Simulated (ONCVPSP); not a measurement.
Potentials for fluorine compared

Generated with ld1.x 7.5 (TM, RRKJ, ultrasoft, PAW), atompaw 4.2 or ONCVPSP 4.0.1. The cutoff is in Ry: for ld1.x and atompaw files where the sum of valence levels is converged to 10 mRy in a Bessel basis, for ONCV files where the hardest occupied wave has 1 mHa per electron of residual kinetic energy. The error is the largest all-electron minus pseudo excitation energy over each file’s own four to seven test configurations (ionisations up to +4, promotions, holes and added fractions of an electron), all of which were solved. The labels leave out finer settings (local radius, basis sizes, second energies), which also bear on the numbers. Spin-polarised tests are not counted. The rows are a selection from randomly drawn settings: files with unsolved tests, undetermined cutoffs or missed reference levels are left out.

| potential | cutoff (Ry) | largest error (meV) | bound ghosts |
| --- | --- | --- | --- |
| ONCV, LDA (Perdew-Wang 92), scalar-relativistic, rc 0.66/1.50/1.28 (spd), local smoothed, core correction no, reference 2s2 2p5, qcut 11.9/10.4/8.9, projectors 2/3/2 | 114 | +1067 | none |
| ONCV, Wu-Cohen, scalar-relativistic, rc 0.65/1.25 (sp), local smoothed, core correction no, reference 2s2 2p5, qcut 8.9/10.1, projectors 1/2 | 229 | +672 | none |
| ONCV, LDA (Perdew-Zunger), fully relativistic, rc 0.80/1.10 (sp), local smoothed, core correction no, reference 2s2 2p4.5, qcut 9.7/13, projectors 2/2 | 112 | +849 | none |
| ONCV, LDA (Perdew-Wang 92), scalar-relativistic, rc 0.80/1.30/1.30 (spd), local smoothed, core correction yes, reference 2s2 2p5, qcut 7.9/8.2/8.6, projectors 1/1/2 | 283 | +931 | none |
| ONCV, PBE, fully relativistic, rc 0.70/1.45/1.25 (spd), local smoothed, core correction yes, reference 2s2 2p4, qcut 11.9/11.8/8, projectors 1/2/2 | 116 | +433 | none |
| ONCV, PBE, scalar-relativistic, rc 0.65/1.30/1.25 (spd), local smoothed, core correction yes, reference 2s2 2p4, qcut 9.6/10.8/8.5, projectors 1/2/1 | 169 | +1399 | none |
| ONCV, PBE, non-relativistic, rc 0.80/1.75 (sp), local smoothed, core correction no, reference 2s2 2p4, qcut 8.3/9.9, projectors 1/2 | 137 | +1192 | none |

Q: Fill in the row for F: ONCV, BLYP, scalar-relativistic, rc 0.70/1.40/1.15 (spd), local smoothed, core correction no, reference 2s1 2p6, qcut 12.1/12.1/7.2, projectors 1/2/2.

A: cutoff 117 Ry, largest error +422 meV, bound ghosts: none.
